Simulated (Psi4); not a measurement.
C2H6F2GeO (SMILES C[O][Ge]([CH3])([F])[F]), singlet, at a GFN2-xTB geometry, atoms displaced at random by about 0.03 Å a coordinate; PBE/STO-3G, gradient in Psi4 1.11.

Input for Psi4:
```
memory 2 GB

molecule mol {
0 1
C     2.304103   -1.119687    0.358428
O     1.241920   -0.211936    0.730676
Ge   -0.289272    0.146619    0.023130
C    -1.861074   -0.974403    0.298346
F    -0.534172    1.759539    0.449996
F     0.103220    0.274185   -1.654212
H     2.016599   -2.104373    0.639405
H     2.455789   -1.069723   -0.751063
H     3.204727   -0.820611    0.884034
H    -2.773026   -0.459037   -0.102804
H    -2.041783   -1.113072    1.335056
H    -1.814171   -1.932952   -0.155974
symmetry c1
no_reorient
no_com
}

set {
  basis sto-3g
  reference rks
}

gradient('pbe')
print_variables()
```

Task: Write the output that Psi4 gives for this input, abridged.

Result: 
```
gradient() will perform analytic gradient computation.

   => Loading Basis Set <=

    Name: STO-3G
    Role: ORBITAL
    Keyword: BASIS

         ---------------------------------------------------------
                                   SCF
               by Justin Turney, Rob Parrish, Andy Simmonett
                          and Daniel G. A. Smith
                              RKS Reference
         ---------------------------------------------------------

  ==> Geometry <==

    Molecular point group: c1
    Full point group: C1

    Geometry (in Angstrom), charge = 0, multiplicity = 1:

       Center              X                  Y                   Z               Mass
    ------------   -----------------  -----------------  -----------------  -----------------
         C            2.304103000000    -1.119687000000     0.358428000000    12.000000000000
         O            1.241920000000    -0.211936000000     0.730676000000    15.994914619570
         GE          -0.289272000000     0.146619000000     0.023130000000    73.921177761000
         C           -1.861074000000    -0.974403000000     0.298346000000    12.000000000000
         F           -0.534172000000     1.759539000000     0.449996000000    18.998403162730
         F            0.103220000000     0.274185000000    -1.654212000000    18.998403162730
         H            2.016599000000    -2.104373000000     0.639405000000     1.007825032230
         H            2.455789000000    -1.069723000000    -0.751063000000     1.007825032230
         H            3.204727000000    -0.820611000000     0.884034000000     1.007825032230
         H           -2.773026000000    -0.459037000000    -0.102804000000     1.007825032230
         H           -2.041783000000    -1.113072000000     1.335056000000     1.007825032230
         H           -1.814171000000    -1.932952000000    -0.155974000000     1.007825032230

  Running in c1 symmetry.

  Rotational constants: A =      0.10830  B =      0.06429  C =      0.06032 [cm^-1]
  Rotational constants: A =   3246.66087  B =   1927.29800  C =   1808.28283 [MHz]
  Nuclear repulsion =  537.977230945152201

  Charge       = 0
  Multiplicity = 1
  Electrons    = 76
  Nalpha       = 38
  Nbeta        = 38

  ==> Algorithm <==

  SCF Algorithm Type is DF.
  DIIS enabled.
  MOM disabled.
  Fractional occupation disabled.
  Guess Type is SAD.
  Energy threshold   = 1.00e-08
  Density threshold  = 1.00e-08
  Integral threshold = 1.00e-12

  ==> Primary Basis <==

  Basis Set: STO-3G
    Blend: STO-3G
    Number of shells: 29
    Number of basis functions: 49
    Number of Cartesian functions: 50
    Spherical Harmonics?: true
    Max angular momentum: 2

  ==> DFT Potential <==

   => LibXC <=

    Version 7.1.2
    S. Lehtola, C. Steigemann, M. J. T. Oliveira, and M. A. L. Marques,  SoftwareX 7, 1–5 (2018) (10.1016/j.softx.2017.11.002)

   => Composite Functional: PBE <=

    PBE GGA Exchange-Correlation Functional

    J.P. Perdew et. al., Phys. Rev. Lett., 77(18), 3865-3868, 1996

    Deriv               =              1
    GGA                 =           TRUE
    Meta                =          FALSE

    Exchange Hybrid     =          FALSE
    MP2 Hybrid          =          FALSE

   => Exchange Functionals <=

    1.0000     XC_GGA_X_PBE

   => Correlation Functionals <=

    1.0000     XC_GGA_C_PBE

   => LibXC Density Thresholds  <==

    XC_GGA_C_PBE:  1.00E-12
    XC_GGA_X_PBE:  1.00E-15

   => Molecular Quadrature <=

    Radial Scheme          =       TREUTLER
    Pruning Scheme         =           NONE
    Nuclear Scheme         =       TREUTLER

    Blocking Scheme        =         OCTREE
    BS radius alpha        =              1
    Pruning alpha          =              1
    Radial Points          =             75
    Spherical Points       =            302
    Total Points           =         255243
    Total Blocks           =           1954
    Max Points             =            256
    Max Functions          =             45
    Weights Tolerance      =       1.00E-15

   => Loading Basis Set <=

    Name: (STO-3G AUX)
    Role: JKFIT
    Keyword: DF_BASIS_SCF

  ==> Integral Setup <==

  SCF_SUBTYPE=INCORE selected. In-core MEM_DF algorithm will be used.
  Using in-core AOs.

  ==> MemDFJK: Density-Fitted J/K Matrices <==

    J tasked:                   Yes
    K tasked:                    No
    wK tasked:                   No
    Algorithm:                 Core
    Schwarz Cutoff:           1E-12
    Mask sparsity (%):       3.5818
    Fitting Condition:        1E-10

   => Auxiliary Basis Set <=

  Basis Set: (STO-3G AUX)
    Blend: DEF2-UNIVERSAL-JKFIT
    Number of shells: 221
    Number of basis functions: 755
    Number of Cartesian functions: 948
    Spherical Harmonics?: true
    Max angular momentum: 5

  Minimum eigenvalue in the overlap matrix is 2.2508833362E-01.
  Reciprocal condition number of the overlap matrix is 9.7330264469E-02.
    Using symmetric orthogonalization.

  ==> Pre-Iterations <==

  SCF Guess: Superposition of Atomic Densities via on-the-fly atomic UHF (no occupation information).

   -------------------------
    Irrep   Nso     Nmo
   -------------------------
     A         49      49
   -------------------------
    Total      49      49
   -------------------------

  ==> Iterations <==

                           Total Energy        Delta E     RMS |[F,P]|

   @DF-RKS iter SAD: -2399.02670790349021   -2.39903e+03   0.00000e+00
   @DF-RKS iter   1: -2401.82869517905829   -2.80199e+00   1.36868e-02 DIIS/ADIIS
   @DF-RKS iter   2: -2377.82966215712986    2.39990e+01   1.65664e-01 ADIIS
   @DF-RKS iter   3: -2401.12404352191925   -2.32944e+01   2.98331e-02 DIIS/ADIIS
   @DF-RKS iter   4: -2402.13172726327639   -1.00768e+00   3.22320e-03 DIIS/ADIIS
   @DF-RKS iter   5: -2402.14434829686343   -1.26210e-02   2.28892e-03 DIIS/ADIIS
   @DF-RKS iter   6: -2402.15265921233095   -8.31092e-03   8.83773e-04 DIIS/ADIIS
[...]
  @DF-RKS Final Energy: -2402.15397429535824
    Total Energy =                      -2402.1539742953582390
[...]

Properties will be evaluated at   0.000000,   0.000000,   0.000000 [a0]

Properties computed using the SCF density matrix

 Multipole Moments:

 ------------------------------------------------------------------------------------
     Multipole            Electronic (a.u.)      Nuclear  (a.u.)        Total (a.u.)
 ------------------------------------------------------------------------------------

 L = 1.  Multiply by 2.5417464519 to convert [e a0] to [Debye]
 Dipole X            :         -1.1573162            0.9569516           -0.2003645
 Dipole Y            :         -2.8455064            2.3348095           -0.5106969
 Dipole Z            :         -2.8334049            2.9043617            0.0709567
 Magnitude           :                                                    0.5531656

 ------------------------------------------------------------------------------------

         ------------------------------------------------------------
                                   SCF GRAD
                          Rob Parrish, Justin Turney,
                       Andy Simmonett, and Alex Sokolov
         ------------------------------------------------------------

  ==> Geometry <==

    Molecular point group: c1
    Full point group: C1

    Geometry (in Angstrom), charge = 0, multiplicity = 1:

       Center              X                  Y                   Z               Mass
    ------------   -----------------  -----------------  -----------------  -----------------
         C            2.304103000000    -1.119687000000     0.358428000000    12.000000000000
         O            1.241920000000    -0.211936000000     0.730676000000    15.994914619570
         GE          -0.289272000000     0.146619000000     0.023130000000    73.921177761000
         C           -1.861074000000    -0.974403000000     0.298346000000    12.000000000000
         F           -0.534172000000     1.759539000000     0.449996000000    18.998403162730
         F            0.103220000000     0.274185000000    -1.654212000000    18.998403162730
         H            2.016599000000    -2.104373000000     0.639405000000     1.007825032230
         H            2.455789000000    -1.069723000000    -0.751063000000     1.007825032230
         H            3.204727000000    -0.820611000000     0.884034000000     1.007825032230
         H           -2.773026000000    -0.459037000000    -0.102804000000     1.007825032230
         H           -2.041783000000    -1.113072000000     1.335056000000     1.007825032230
         H           -1.814171000000    -1.932952000000    -0.155974000000     1.007825032230

  Nuclear repulsion =  537.977230945152201

  ==> Basis Set <==

  Basis Set: STO-3G
    Blend: STO-3G
    Number of shells: 29
    Number of basis functions: 49
    Number of Cartesian functions: 50
    Spherical Harmonics?: true
    Max angular momentum: 2

  ==> DFJKGrad: Density-Fitted SCF Gradients <==

    Gradient:                    1
    J tasked:                  Yes
    K tasked:                   No
    wK tasked:                  No
    Integrals threads:           1
    Schwarz Cutoff:          1E-12
    Fitting Condition:       1E-10

   => Auxiliary Basis Set <=

  Basis Set: (STO-3G AUX)
    Blend: DEF2-UNIVERSAL-JKFIT
    Number of shells: 221
    Number of basis functions: 755
    Number of Cartesian functions: 948
    Spherical Harmonics?: true
    Max angular momentum: 5

  ==> DFT Potential <==

   => LibXC <=

    Version 7.1.2
    S. Lehtola, C. Steigemann, M. J. T. Oliveira, and M. A. L. Marques,  SoftwareX 7, 1–5 (2018) (10.1016/j.softx.2017.11.002)

   => Composite Functional: PBE <=

    PBE GGA Exchange-Correlation Functional

    J.P. Perdew et. al., Phys. Rev. Lett., 77(18), 3865-3868, 1996

    Deriv               =              1
    GGA                 =           TRUE
    Meta                =          FALSE

    Exchange Hybrid     =          FALSE
    MP2 Hybrid          =          FALSE

   => Exchange Functionals <=

    1.0000     XC_GGA_X_PBE

   => Correlation Functionals <=

    1.0000     XC_GGA_C_PBE

   => LibXC Density Thresholds  <==

    XC_GGA_C_PBE:  1.00E-12
    XC_GGA_X_PBE:  1.00E-15

   => Molecular Quadrature <=

    Radial Scheme          =       TREUTLER
    Pruning Scheme         =           NONE
    Nuclear Scheme         =       TREUTLER

    Blocking Scheme        =         OCTREE
    BS radius alpha        =              1
    Pruning alpha          =              1
    Radial Points          =             75
    Spherical Points       =            302
    Total Points           =         255243
    Total Blocks           =           1954
    Max Points             =            256
    Max Functions          =             45
    Weights Tolerance      =       1.00E-15

  -Total Gradient:
     Atom            X                  Y                   Z
    ------   -----------------  -----------------  -----------------
       1        0.039542380780    -0.036595125258     0.035837159666
       2        0.011496994320    -0.028673125871    -0.023424401611
       3       -0.004990589925     0.038351222811     0.011891546512
       4       -0.007720157132    -0.059023895109     0.020673182127
       5       -0.000321913519    -0.005243011257    -0.006602633380
       6        0.003594811936    -0.000133359048     0.002256743361
       7        0.001342439756     0.047989872908    -0.008613045131
       8       -0.010228741171     0.007140244092    -0.001018796572
       9       -0.021161536256    -0.005144791893    -0.009743735144
      10       -0.010898468504     0.005714278463    -0.002549010647
      11        0.005007654416     0.006080151526    -0.034967490051
      12       -0.005996494903     0.029642097287     0.016471138934

  Variable Map:
  ----------------------------------------------------------------------------
[...]
  Array Variable Map:
  ----------------------------------------------------------------------------
[...]
[...]
```
